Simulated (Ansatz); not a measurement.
Reactions of C3H6OSSi (`C=C=C(S)O[SiH3]`).

Computed with Ansatz on PBE0-D4/def2-TZVP structures; ΔE is electronic, products minus reactants. CBS: MP2 limit from def2 TZ/QZ plus the TZ coupled-cluster correction, frozen cores. This one scheme is used for every species, atoms too. Functionals use def2-TZVPP. B3LYP here is the variant with VWN-RPA as its local correlation; programs differ in this. Open shells (•) are unrestricted, without spin–orbit coupling. Spin–orbit coupling would lower the free atoms: a little for C, O, S, Si. One conformer a species, not always the lowest.

| reaction | MP2/CBS(def2) (eV) | B3LYP-D4 (eV) |
| --- | --- | --- |
| `C=C=C(S)O[SiH3]` + CH₄ → `C=C=C(C)S` + `O[SiH3]` | -0.51 | -0.35 |
| `C=C=C(S)O[SiH3]` → `C=C([SiH3])OC=S` | 0.41 | 0.40 |
| `C=C=C(S)O[SiH3]` → 3 C• + 6 H• + O• + S• + Si• | 48.24 | 47.37 |
| `C=C=C(S)O[SiH3]` → `C=C[SiH2]C(=O)S` | -0.48 | -0.50 |
| `C=C=C(S)O[SiH3]` + H₂ → `C=C=CS` + `O[SiH3]` | -1.00 | -0.95 |
| `C=C=C(S)O[SiH3]` → `C=C1O[Si]1(C)S` | -1.87 | -1.58 |
| `C=C=C(S)O[SiH3]` + HCl → `C=C=C(Cl)O[SiH3]` + H₂S | 0.27 | 0.20 |
| `C=C=C(S)O[SiH3]` → `C=C([SiH3])C(=O)S` | -0.52 | -0.49 |
| `C=C=C(S)O[SiH3]` → `C=C=C(O)[SiH2]S` | -0.26 | -0.22 |

Question: Give the CCSD(T)/CBS values in the same order. (Best estimate.)

Answer: The calculation gave: -0.47, 0.38, 47.27, -0.51, -1.03, -1.75, 0.23, -0.52, -0.27 eV.

Largest T1 diagnostic: 0.016, for `C=C([SiH3])OC=S`.
